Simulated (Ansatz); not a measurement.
Start from `CO[SiH]1OC1=N` and change one atom or group to get `N=C1O[SiH]1N`.

Ansatz, PBE0-D4/def2-TZVP geometries, multiplicity 1. Each molecule was computed in one conformer, which needn't be the lowest.

```tsv
property	`CO[SiH]1OC1=N`
HOMO–LUMO gap (B3LYP/def2-TZVPP) / eV	6.60
LUMO energy (PBE0/def2-TZVPP) / eV	-0.41
LUMO energy (PBE/def2-TZVPP) / eV	-1.40
LUMO energy (B3LYP/def2-TZVPP) / eV	-0.64
size of the dipole moment (B3LYP/def2-TZVPP) / D	2.43
size of the dipole moment (ωB97M-V/def2-TZVPP) / D	2.46
```

Q: Give the same properties after the change, and the shifts. (Estimate.)

A: Ansatz gave: 
```json
{"property": "HOMO–LUMO gap (B3LYP/def2-TZVPP) / eV", "`N=C1O[SiH]1N`": "6.50", "shift": "-0.10"}
{"property": "LUMO energy (PBE0/def2-TZVPP) / eV", "`N=C1O[SiH]1N`": "-0.27", "shift": "0.14"}
{"property": "LUMO energy (PBE/def2-TZVPP) / eV", "`N=C1O[SiH]1N`": "-1.22", "shift": "0.18"}
{"property": "LUMO energy (B3LYP/def2-TZVPP) / eV", "`N=C1O[SiH]1N`": "-0.52", "shift": "0.12"}
{"property": "size of the dipole moment (B3LYP/def2-TZVPP) / D", "`N=C1O[SiH]1N`": "4.00", "shift": "1.57"}
{"property": "size of the dipole moment (ωB97M-V/def2-TZVPP) / D", "`N=C1O[SiH]1N`": "4.04", "shift": "1.58"}
```

With PBE0 the HOMO rises by 0.21 eV and the LUMO rises by 0.14 eV, so the gap narrows by about 0.07 eV. PBE moves the HOMO by 0.21 eV and ωB97M-V by 0.21 eV. Dipoles are sizes alone; their direction can turn.

B3LYP here is the variant with VWN-RPA as its local correlation; programs differ in this.
